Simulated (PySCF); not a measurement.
Ti²⁺ (titanium, charge +2): UHF calculation

Configuration: [Ar] 3d1 4p1, one real determinant (an excited configuration). All numbers are calculated (PySCF 2.14, the spin-free X2C one-electron Hamiltonian (Gaussian nucleus), in x2c-QZVPPall with one added diffuse shell each of s, p, d, f, g type (12s8p6d4f3g, 121 functions)).

| Quantity | Value |
| --- | --- |
| Total energy | -851.742930 hartree |
| One-electron energy | -1149.8644 hartree |
| Hartree (Coulomb) energy | 338.9226 hartree |
| Exchange energy | -40.8011 hartree |
| ⟨S²⟩ | 2.0018 |
| ⟨L²⟩ | 8.021 |
| Sum of ⟨r⟩ | 15.50 bohr |
| Sum of ⟨r²⟩ | 25.61 bohr² |
| Traceless quadrupole moment −½Σ⟨3z² − r²⟩ along its main axis | -4.57 e·bohr² |
| Langevin diamagnetic susceptibility | -20.3 ×10⁻⁶ cm³/mol |

```json
{"shell": "1s α", "electrons": "1", "mean orbital energy (hartree)": "-185.30928", "spread (hartree)": "0", "rms radius, mean of both spins (bohr)": "0.0804"}
{"shell": "1s β", "electrons": "1", "mean orbital energy (hartree)": "-185.30697", "spread (hartree)": "0", "rms radius, mean of both spins (bohr)": "0.0804"}
{"shell": "2s α", "electrons": "1", "mean orbital energy (hartree)": "-22.58992", "spread (hartree)": "0", "rms radius, mean of both spins (bohr)": "0.350"}
{"shell": "2s β", "electrons": "1", "mean orbital energy (hartree)": "-22.56766", "spread (hartree)": "0", "rms radius, mean of both spins (bohr)": "0.350"}
{"shell": "2p α", "electrons": "3", "mean orbital energy (hartree)": "-18.75827", "spread (hartree)": "0.00508", "rms radius, mean of both spins (bohr)": "0.320"}
{"shell": "2p β", "electrons": "3", "mean orbital energy (hartree)": "-18.73381", "spread (hartree)": "0.02200", "rms radius, mean of both spins (bohr)": "0.320"}
{"shell": "3s α", "electrons": "1", "mean orbital energy (hartree)": "-3.81307", "spread (hartree)": "0", "rms radius, mean of both spins (bohr)": "1.06"}
{"shell": "3s β", "electrons": "1", "mean orbital energy (hartree)": "-3.73405", "spread (hartree)": "0", "rms radius, mean of both spins (bohr)": "1.06"}
{"shell": "3p α", "electrons": "3", "mean orbital energy (hartree)": "-2.70005", "spread (hartree)": "0.04676", "rms radius, mean of both spins (bohr)": "1.15"}
{"shell": "3p β", "electrons": "3", "mean orbital energy (hartree)": "-2.60301", "spread (hartree)": "0.05444", "rms radius, mean of both spins (bohr)": "1.15"}
{"shell": "3d α", "electrons": "1", "mean orbital energy (hartree)": "-1.27458", "spread (hartree)": "0", "rms radius, mean of both spins (bohr)": "1.41"}
{"shell": "4p α", "electrons": "1", "mean orbital energy (hartree)": "-0.64055", "spread (hartree)": "0", "rms radius, mean of both spins (bohr)": "3.55"}
```

⟨L²⟩ = 8.02 against 12 for a pure F term, so this real determinant mixes terms.

Densities and radii are taken from the X2C orbitals without a picture-change correction, which distorts them close to the nucleus.

Spin-orbit constants ζ (cm⁻¹) from the X2C one-electron operator on these orbitals: bare nucleus, nucleus screened by l(l+1)(2l+1)/3 electrons, and screened by the Breit-Pauli mean field of the electrons.

| shell | bare | screened nucleus | mean field |
| --- | --- | --- | --- |
| 2p | 33330 | 30300 | n/a |
| 3p | 3739 | 3399 | n/a |
| 3d | 316.2 | 172.5 | n/a |
| 4p | 350.2 | 318.3 | n/a |

To first order the Landé constant is A = 110.5 cm⁻¹, so the lowest level has J = 2 and lies 0.0548 eV below the centre of the term. This holds in LS coupling only.
